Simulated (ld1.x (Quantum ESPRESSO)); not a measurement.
Before and after: TM potential for V (Z = 23)

```json
{
 "Element": "vanadium (V)",
 "Generator": "ld1.x (Quantum ESPRESSO) 7.5",
 "Type": "norm-conserving Troullier–Martins (Kleinman–Bylander form)",
 "Functional": "Wu–Cohen",
 "Relativity": "scalar-relativistic",
 "Frozen core": "[Ar]",
 "Valence charge": "5",
 "Reference configuration": "3d3 4s2 4p0",
 "Partial waves": "4s (bound): rc 2.25 bohr; 4p (bound, empty): rc 2.90 bohr; 3d (bound): rc 2.25 bohr",
 "Local potential": "the d channel",
 "Core correction": "a·sin(br)/r model core inside 1.95 bohr"
}
```

All-electron outer shells of the reference configuration (Wu–Cohen, scalar-relativistic, ld1.x):

| shell | level (eV) | outermost node (bohr) | outermost maximum (bohr) |
| --- | --- | --- | --- |
| 3s | -70.06 | 0.38 | 0.82 |
| 3p | -43.97 | 0.35 | 0.84 |
| 3d | -5.19 | – | 0.90 |
| 4s | -4.73 | 1.17 | 2.76 |
| 4p | -1.41 | 1.30 | 3.63 |

Change: functional PBE.

Cutoffs: the cutoffs (Ry, on a coarse ladder) from which the occupation-weighted sum of valence levels, in a spherical-Bessel basis at the reference potential, stays within 10 and 1 mRy of its value at 400 Ry; they do not see the model core or the augmentation charge, which bear on the density cutoff. Errors are all-electron minus pseudo energies relative to the spin-unpolarised reference configuration.

How do hardness, ghosts and transferability respond?

The potential gets neither clearly harder nor softer (50 Ry and 55 Ry → 50 Ry and 55 Ry); both files keep a bound ghost (p, s); of the 7 tests that both files solve, the error grows in 0 and shrinks in 5 by more than 15 % and 0.3 meV (median size 41.3 → 2.7 meV).

```csv
quantity,base,changed
"cutoff, loose",50 Ry,50 Ry
"cutoff, tight",55 Ry,55 Ry
bound ghosts,"s, p","s, p"
"error for 3d3 4s1 4p0, meV [ΔE 7.76 → 7.73 eV]",-3.9,+0.3
"error for 3d3 4s0 4p0, meV [ΔE 21.91 → 22.03 eV]",-41,+0.2
"error for 3d2 4s0 4p0, meV [ΔE 50.79 → 50.93 eV]",-259,-145
"error for 3d3 4s1.5 4p0, meV [ΔE 3.11 → 3.09 eV]",-0.7,0.0
"error for 3d4 4s0 4p0, meV [ΔE 7.13 → 7.20 eV]",-106,-98
"error for 3d4 4s1 4p0, meV [ΔE 0.58 eV]",-76,-77
"error for 3d3 4s0 4p2, meV [ΔE 6.91 → 6.85 eV]",-15,-2.7
s: phases at 3.15 bohr within 0.05 rad from the reference energy up to (Ry; the scan ends near 5),1.8,1.9
p: phases at 3.15 bohr within 0.05 rad from the reference energy up to (Ry; the scan ends near 5),3.2,3.2
d: phases at 3.15 bohr within 0.05 rad from the reference energy up to (Ry; the scan ends near 5),0.5,0.5
```

Base: These tests converged, but a pseudo level misses the all-electron one widely, so the file describes the atom poorly there or has found another state: 3d3 4s0 4p0: empty 4p by 3.6 eV. A true bound ghost makes a file unfit for plane-wave use even where its test errors are small: the radial tests pick states by their node count and pass the ghost by.
